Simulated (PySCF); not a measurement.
Compound: C7H9PS.
SMILES: `CSc1ccc(C)cp1`

Torsions of this conformer, `[CH3:1][S:2][c:3]1[cH:4][cH:5][c:6]([CH3:7])[cH:8][p:9]1`: C1–S2–C3–C4 180°.

The closed-shell ground state was solved at several levels (PySCF, density fitting, gas phase, non-relativistic). One conformer (not necessarily the lowest) at the PBE0-D3(BJ)/def2-SVP geometry, without solvent, vibrations or thermal averaging.

```csv
level,basis functions,total energy (Eh),HOMO (eV),LUMO (eV),gap (eV),dipole (D)
HF/pcSseg-1,212,-1008.4651,-7.93,1.75,9.68,1.34
PBE0/pcSseg-1,212,-1011.0352,-6.06,-1.42,4.64,0.95
```

Task: What might PBE0/def2-SVPD (263 basis functions) give for the same quantities?

Result: Total energy -1010.6977 Eh, HOMO -6.04 eV, LUMO -1.44 eV, gap 4.60 eV, dipole 0.96 D.

Task: Over all these levels, which gives the widest orbital gap and which the narrowest?

Result: HF/pcSseg-1 (Hartree–Fock, all exact exchange) has the widest, 9.68 eV, and PBE0/def2-SVPD (global hybrid, 25 % exact exchange) the narrowest, 4.60 eV. Functional and basis both differ between the two, so the spread mixes both effects. The HOMO need not be the same orbital at Hartree–Fock and at DFT levels.

Task: How far do the dipole and the HOMO energy spread over the levels?

Result: The dipole runs from 0.95 to 1.34 D (mean 1.08 D) and the HOMO from -7.93 to -6.04 eV.
